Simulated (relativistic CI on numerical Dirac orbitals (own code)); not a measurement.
**Mn³⁺: L-alpha,beta X-ray emission**

Computed with this model: Dirac-Coulomb-Breit CI, KLI orbitals optimised for each configuration, model QED (radiative potential, 1s self-energy scaled to tabulated hydrogen-like ionisation energies), valence Slater integrals scaled by 0.8, multiplet model of X-ray emission after core ionisation; configurations [Ar] 3d4 → [He] 2s2 2p5 3s2 3p6 3d4 → [Ar] 3d3; 80 K; Lorentzian 0.6 eV and Gaussian 0.5 eV FWHM. Energies are those of the free ion, without screening or charge transfer. S is read from ⟨S²⟩ = S(S + 1).

Field parameters in Wybourne normalisation: D4h B²₀ = −7Ds, B⁴₀ = 21(Dq − Dt), B⁴₄ = 21√(5/14) Dq. The field is a parameter set, without covalency.

Computed curve for D4h, 10Dq = 25000, Ds = 2100, Dt = 640 cm⁻¹, scaled to 100 at the maximum (points under 2 are left out and the grid is thinned):

```json
{"Energy (eV)": "637.8", "Intensity": "2.0"}
{"Energy (eV)": "638.2", "Intensity": "2.5"}
{"Energy (eV)": "638.6", "Intensity": "3.4"}
{"Energy (eV)": "639.0", "Intensity": "3.7"}
{"Energy (eV)": "639.4", "Intensity": "3.7"}
{"Energy (eV)": "639.8", "Intensity": "4.2"}
{"Energy (eV)": "640.2", "Intensity": "5.8"}
{"Energy (eV)": "640.6", "Intensity": "7.8"}
{"Energy (eV)": "641.0", "Intensity": "9.2"}
{"Energy (eV)": "641.4", "Intensity": "13.4"}
{"Energy (eV)": "641.8", "Intensity": "20.0"}
{"Energy (eV)": "642.2", "Intensity": "25.6"}
{"Energy (eV)": "642.6", "Intensity": "31.3"}
{"Energy (eV)": "643.0", "Intensity": "29.0"}
{"Energy (eV)": "643.4", "Intensity": "28.5"}
{"Energy (eV)": "643.8", "Intensity": "27.5"}
{"Energy (eV)": "644.2", "Intensity": "26.8"}
{"Energy (eV)": "644.6", "Intensity": "26.5"}
{"Energy (eV)": "645.0", "Intensity": "28.2"}
{"Energy (eV)": "645.4", "Intensity": "33.5"}
{"Energy (eV)": "645.8", "Intensity": "40.3"}
{"Energy (eV)": "646.2", "Intensity": "50.4"}
{"Energy (eV)": "646.6", "Intensity": "58.4"}
{"Energy (eV)": "647.0", "Intensity": "58.3"}
{"Energy (eV)": "647.4", "Intensity": "63.6"}
{"Energy (eV)": "647.8", "Intensity": "73.6"}
{"Energy (eV)": "648.2", "Intensity": "87.0"}
{"Energy (eV)": "648.6", "Intensity": "92.9"}
{"Energy (eV)": "649.0", "Intensity": "90.9"}
{"Energy (eV)": "649.4", "Intensity": "97.0"}
{"Energy (eV)": "649.8", "Intensity": "99.0"}
{"Energy (eV)": "650.2", "Intensity": "92.4"}
{"Energy (eV)": "650.6", "Intensity": "93.4"}
{"Energy (eV)": "651.0", "Intensity": "81.6"}
{"Energy (eV)": "651.4", "Intensity": "64.6"}
{"Energy (eV)": "651.8", "Intensity": "54.4"}
{"Energy (eV)": "652.2", "Intensity": "53.3"}
{"Energy (eV)": "652.6", "Intensity": "59.4"}
{"Energy (eV)": "653.0", "Intensity": "61.5"}
{"Energy (eV)": "653.4", "Intensity": "66.9"}
{"Energy (eV)": "653.8", "Intensity": "69.4"}
{"Energy (eV)": "654.2", "Intensity": "72.6"}
{"Energy (eV)": "654.6", "Intensity": "72.3"}
{"Energy (eV)": "655.0", "Intensity": "54.8"}
{"Energy (eV)": "655.4", "Intensity": "38.4"}
{"Energy (eV)": "655.8", "Intensity": "30.4"}
{"Energy (eV)": "656.2", "Intensity": "28.3"}
{"Energy (eV)": "656.6", "Intensity": "34.9"}
{"Energy (eV)": "657.0", "Intensity": "41.1"}
{"Energy (eV)": "657.4", "Intensity": "38.2"}
{"Energy (eV)": "657.8", "Intensity": "26.9"}
{"Energy (eV)": "658.2", "Intensity": "17.2"}
{"Energy (eV)": "658.6", "Intensity": "12.1"}
{"Energy (eV)": "659.0", "Intensity": "9.1"}
{"Energy (eV)": "659.4", "Intensity": "7.2"}
{"Energy (eV)": "659.8", "Intensity": "6.3"}
{"Energy (eV)": "660.2", "Intensity": "5.3"}
{"Energy (eV)": "660.6", "Intensity": "3.8"}
{"Energy (eV)": "661.0", "Intensity": "2.8"}
{"Energy (eV)": "661.4", "Intensity": "2.1"}
```

The ground state has S = 2.00, and the centroid lies at 650.24 eV.
